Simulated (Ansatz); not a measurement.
Compare A (`BC(F)[SiH2]F`) with its isomer B (`C[SiH2]B(F)F`).

Program: Ansatz. Geometries: PBE0-D4/def2-TZVP. ΔE: electronic, gas phase. CCSD(T)/CBS is the MP2 limit (def2-TZVPP, def2-QZVPP) plus CCSD(T) − MP2 in def2-TZVPP, frozen cores. Functionals use def2-TZVPP. B3LYP here is the variant with VWN-RPA as its local correlation; programs differ in this. One conformer a species, not always the lowest.

A:

Z-matrix (Å, degrees):
```
C
F 1 1.398
Si 1 1.916 2 105.9
B 1 1.525 2 116.8 3 118.4
H 1 1.099 2 108.9 3 -110.9
F 3 1.598 1 108.1 2 -159.9
H 3 1.481 1 112.2 2 80.8
H 3 1.479 1 107.7 2 -41.9
H 4 1.196 1 117.1 2 176.4
H 4 1.193 1 121.7 2 -8.7
```

B:

Z-matrix (Å, degrees):
```
C
Si 1 1.871
H 1 1.092 2 110.9
H 1 1.092 2 110.7 3 -120.2
H 1 1.092 2 110.7 3 120.2
B 2 2.036 1 112.0 3 179.9
H 2 1.490 1 111.0 3 -59.7
H 2 1.490 1 111.0 3 59.6
F 6 1.321 2 121.9 1 179.9
F 6 1.322 2 122.3 1 -0.1
```

(1) Which is lower in electronic energy at CCSD(T)/CBS, and by how much? (Estimate.)

(2) Give E(B) − E(A) in kcal/mol with CCSD(T)/def2-TZVPP, ωB97M-V, MP2/def2-TZVPP, PBE0-D4, B3LYP-D4, B3LYP, r2SCAN-D4. (Best estimate.)

Largest T1 diagnostic: 0.013.

Results:

(1) The calculation gave: B, by 59.5 kcal/mol.

(2) Computed: CCSD(T)/def2-TZVPP -60.7, ωB97M-V -58.4, MP2/def2-TZVPP -61.0, PBE0-D4 -60.7, B3LYP-D4 -58.4, B3LYP -58.7, r2SCAN-D4 -59.8. None reverses the order clearly.

In def2-TZVPP, CCSD(T) changes the Hartree–Fock value by −2.5 kcal/mol (the triples alone add −0.3 kcal/mol) and MP2 by −2.8 kcal/mol.
